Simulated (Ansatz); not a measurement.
Reaction (formal exchange of groups at the In–Se bond): `[Cl][In]([Cl])[SeH]` + `C=C` → `C=[CH][In]([Cl])[Cl]` + H₂Se

Computed with Ansatz on PBE0-D4/def2-TZVP structures; ΔE is electronic, products minus reactants. CBS: MP2 limit from def2 TZ/QZ plus the TZ coupled-cluster correction, frozen cores. This one scheme is used for every species. DFT in def2-TZVPP. B3LYP here is the variant with VWN-RPA as its local correlation; programs differ in this. def2 core potentials past Kr. For In, Se outer-core shells are correlated without core-valence functions, which leaves a few kJ/mol of doubt a bond. Scalar relativity is left out up to krypton. Each species was taken in one conformer, which may not be the lowest.

```tsv
level	ΔE (eV)
BLYP-D4	1.16
PBE0	1.21
B3LYP	1.21
LC-ωPBE	1.14
```

Task: What does CCSD(T)/CBS give? (An estimate is asked.)

Result: Ansatz gave: +1.18 eV. The listed levels differ from it by -0.02, 0.03, 0.03, -0.04 eV.

Largest T1 diagnostic among the species: 0.013.

From BLYP to BHLYP (50 % exact exchange), in def2-TZVPP and without D4, ΔE moves by +0.07 eV. In def2-TZVPP, CCSD(T) changes the Hartree–Fock value by −0.18 eV (the triples alone add −0.02 eV) and MP2 by −0.16 eV.
